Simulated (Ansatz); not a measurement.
Species: sum formula Si₃H₅F₂ (charge 0, doublet). It need not be the lowest isomer of its formula. 
Coordinates optimised at B3LYP-D3(BJ)/def2-TZVP (Ansatz, a quantum-chemistry and plane-wave program):
SMILES: F[Si](F)([SiH2])[SiH3]
```xyz
10

F     -0.0130     1.2883    -1.3551
Si     0.0711     0.3914    -0.0261
F      0.2872     1.4042     1.2009
Si     1.9683    -0.9611    -0.1876
Si    -1.9934    -0.6999     0.2659
H      2.2087    -1.7570     1.0432
H      1.9259    -1.8661    -1.3646
H     -3.1080     0.2734     0.3527
H     -2.2106    -1.6088    -0.8842
H     -1.9292    -1.5003     1.5113
```
Charge 0, spin multiplicity 2.

Total electronic energies in hartree. Cores are frozen in the correlated levels unless marked. Open shells are spin-unrestricted. Spin-orbit coupling is left out. Non-relativistic. Basis-set limits of correlation are two-point, X^-3; Hartree-Fock from the larger set.

```json
[
 {"level": "B3LYP/def2-TZVPD", "program": "Ansatz", "energy (Eh)": "-1071.43345"},
 {"level": "PBE0/def2-TZVPD", "program": "Ansatz", "energy (Eh)": "-1070.80828"},
 {"level": "r2SCAN0/def2-TZVPD", "program": "Ansatz", "energy (Eh)": "-1071.17004"},
 {"level": "HSE06-D3(BJ)/def2-TZVPD", "program": "Ansatz + dftd3", "energy (Eh)": "-1070.78735"},
 {"level": "B2GP-PLYP-D3(BJ)/def2-TZVPD", "program": "Ansatz + dftd3", "energy (Eh)": "-1070.74737"},
 {"level": "B2GP-PLYP/def2-TZVPD", "program": "Ansatz", "energy (Eh)": "-1070.73781"},
 {"level": "MP2/cc-pVTZ", "program": "Ansatz", "energy (Eh)": "-1069.63839"},
 {"level": "CCSD(T) with core electrons (1s frozen past Ne)/cc-pwCVTZ", "program": "Ansatz", "energy (Eh)": "-1070.63508"},
 {"level": "CCSD(T)/CBS(cc-pV(T+d)Z,cc-pV(Q+d)Z)", "program": "Ansatz", "energy (Eh)": "-1069.8821"}
]
```

Totals of different functionals don't rank their quality; only differences between species are comparable.
